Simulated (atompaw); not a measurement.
## An all-electron radial function and its pseudo partner (osmium (Os))

Columns: radius, all-electron u(r) and pseudo u(r) of the 5s shell (level -92.49 eV) of osmium in the configuration [Kr] 4d10 4f14 5s2 5p6 5d6 6s1.5 6p0.5; PBE, scalar-relativistic, PAW (atompaw) scheme, atompaw 4.2.0.5.

| r (bohr) | all-electron | pseudo |
| --- | --- | --- |
| 0.087 | 0.0384 | 0.3112 |
| 0.173 | 0.3560 | 0.6037 |
| 0.260 | -0.3477 | 0.8706 |
| 0.346 | -0.6539 | 1.0941 |
| 0.433 | -0.4143 | 1.2711 |
| 0.519 | 0.0565 | 1.3927 |
| 0.606 | 0.5244 | 1.4610 |
| 0.692 | 0.8721 | 1.4772 |
| 0.779 | 1.0864 | 1.4480 |
| 0.865 | 1.1802 | 1.3821 |
| 0.952 | 1.1856 | 1.2878 |
| 1.038 | 1.1314 | 1.1774 |
| 1.125 | 1.0406 | 1.0570 |
| 1.212 | 0.9319 | 0.9355 |
| 1.298 | 0.8192 | 0.8194 |
| 1.385 | 0.7080 | 0.7080 |
| 1.471 | 0.6057 | 0.6057 |
| 1.558 | 0.5122 | 0.5122 |
| 1.644 | 0.4306 | 0.4306 |
| 1.731 | 0.3589 | 0.3589 |
| 1.817 | 0.2983 | 0.2983 |
| 1.904 | 0.2463 | 0.2463 |
| 1.990 | 0.2030 | 0.2030 |
| 2.077 | 0.1664 | 0.1664 |
| 2.163 | 0.1364 | 0.1364 |
| 2.250 | 0.1113 | 0.1113 |

(1) How many radial nodes do the two functions have?

(2) At about which radius was the pseudo-wave matched?

(3) Is the pseudo-wave norm-conserving?

Answers

(1) The all-electron 5s function has n − l − 1 = 4 (the table is too coarse to show those close to the nucleus); the pseudo-wave has 0, since the states of the same l below it are removed with the core.

(2) 1.35 bohr, where the columns begin to agree (steps of 0.09 bohr).

(3) No, it belongs to a PAW set: the norm inside the radius is not constrained, and the difference is carried by the augmentation charge.
